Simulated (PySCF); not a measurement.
Vertical excitations of a molecule C6H12O2 from TDA-PBE0/def2-SVP (PySCF), as energy in eV (oscillator strength): 5.92 (0.004), 8.23 (0.004), 8.41 (0.101), 8.41 (0.005), 8.74 (0.000), 8.77 (0.048), 9.10 (0.069), 9.18 (0.008), 9.44 (0.007), 9.52 (0.000). Lowest triplet (TDA): 5.30 eV. The structure is a stationary point at PBE0-D3(BJ)/def2-SVP. Other conformers were not sampled.

Problem. Which structure fits?
(A) CCCCOC(C)=O
(B) CC/C(=C/OC)OC
(C) COC(=O)C(C)(C)C

Solution. C, COC(=O)C(C)(C)C
